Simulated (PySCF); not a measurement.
**Excitation energy of Cr by level of theory**

Cr [Ar] 3d5 4s1 (7S) → Cr [Ar] 3d4 4s1 4p1 (high-spin determinant), as a difference of total energies. Calculation: PySCF 2.14, in x2c-TZVPPall with one added diffuse shell each of s, p, d, f type (7s6p5d3f1g, 80 functions); scalar relativity by spin-free X2C-1e. Correlated levels: valence: [Ar] frozen. The calculations carry no spin-orbit coupling.

| method | excitation energy (eV) |
| --- | --- |
| UHF | 1.846 |
| MP2 (valence) | 2.802 |
| SCS-MP2 (valence) | 2.165 |
| CCSD (valence) | 2.719 |
| CCSD(T) (valence) | 2.770 |

**Question.** How much does correlation contribute at CCSD(T) (valence)?

**Answer.** 2.770 − (1.846) = 0.924 eV, measured against UHF.

The coupled-cluster amplitudes are large for the upper state (T1 above 0.03 or a double amplitude above 0.15), so a single reference is strained.

The determinant of the upper state mixes LS terms, which raises its energy above the lowest term, most at the Hartree-Fock and MP2 levels.
